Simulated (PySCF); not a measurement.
# Fractional electron number in Tc⁺ (technetium, charge +1)

The 5s alpha orbital of [Kr] 4d5 5s1 is emptied in steps (occupation f), with all orbitals relaxed, ending at [Kr] 4d5. Calculation: PySCF 2.14, in def2-TZVP with the def2 core potential (28 electrons); a scalar-relativistic core potential. The exact energy is a straight line in f; departures are measured from the line between the end points of the same method.

Task: Among BHandHLYP, wB97X, CAM-B3LYP, which shows the largest delocalisation error (convex curve), and which is closest to linear?

Result: Most convex: BHandHLYP (-0.405 eV at f = 0.5); closest to linear: wB97X (-0.055 eV).

```json
{"f": "1", "BHandHLYP (eV)": "0.000", "wB97X (eV)": "0.000", "CAM-B3LYP (eV)": "0.000"}
{"f": "0.9", "BHandHLYP (eV)": "-0.146", "wB97X (eV)": "-0.023", "CAM-B3LYP (eV)": "-0.121"}
{"f": "0.7", "BHandHLYP (eV)": "-0.340", "wB97X (eV)": "-0.051", "CAM-B3LYP (eV)": "-0.283"}
{"f": "0.5", "BHandHLYP (eV)": "-0.405", "wB97X (eV)": "-0.055", "CAM-B3LYP (eV)": "-0.337"}
{"f": "0.3", "BHandHLYP (eV)": "-0.340", "wB97X (eV)": "-0.041", "CAM-B3LYP (eV)": "-0.283"}
{"f": "0.1", "BHandHLYP (eV)": "-0.146", "wB97X (eV)": "-0.016", "CAM-B3LYP (eV)": "-0.121"}
{"f": "0", "BHandHLYP (eV)": "0.000", "wB97X (eV)": "0.000", "CAM-B3LYP (eV)": "0.000"}
```

```json
{"method": "BHandHLYP", "E(f=0) − E(f=1) (eV)": "14.952", "−ε at f=1 (eV)": "13.332", "−ε at f=0.5 (eV)": "14.953"}
{"method": "wB97X", "E(f=0) − E(f=1) (eV)": "14.736", "−ε at f=1 (eV)": "14.468", "−ε at f=0.5 (eV)": "14.765"}
{"method": "CAM-B3LYP", "E(f=0) − E(f=1) (eV)": "15.274", "−ε at f=1 (eV)": "13.926", "−ε at f=0.5 (eV)": "15.275"}
```

Reference removal energy between the ground levels: 15.26 eV (semi-empirical (NIST evaluation); NIST Atomic Spectra Database, ionization energies).
